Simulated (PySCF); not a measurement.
C₄H₇O₂, SMILES [CH]1COCCO1, multiplicity 2. Atoms are numbered in the order given.

```xyz
13

C      0.5831     1.2721     0.1040
C      1.4006     0.0474    -0.1710
O      0.6330    -0.9945    -0.7480
C     -0.5244    -1.2433     0.0187
C     -1.3909     0.0047     0.0839
O     -0.6632     1.1049     0.6275
H      1.0676     2.1866     0.4586
H      1.8660    -0.3297     0.7749
H      2.2237     0.2822    -0.8636
H     -1.0741    -2.0664    -0.4631
H     -0.2510    -1.5621     1.0469
H     -1.7330     0.2667    -0.9338
H     -2.2678    -0.1459     0.7307
```
Charge 0, spin multiplicity 2.

Coordinates come from a B3LYP-D3(BJ)/def2-SVP optimisation. The isomer is the one that the SMILES or the coordinates give; other isomers of the formula were not compared. One conformer was computed; it need not be the lowest.

Method: SMD-B3LYP/6-31G* (PySCF).

Solvation free energies are E(SMD) − E(gas) at the gas-phase geometry, for 1 M in both phases. In vacuum the dipole moment is 0.81 D.

| solvent | ΔG(solv) (kcal/mol) | its non-electrostatic (CDS) part | dipole (D) |
|---|---|---|---|
| water | -3.3 | 3.3 | 1.14 |
| n-hexane | -3.0 | -1.7 | 0.90 |
| benzene | -3.5 | -1.8 | 0.92 |
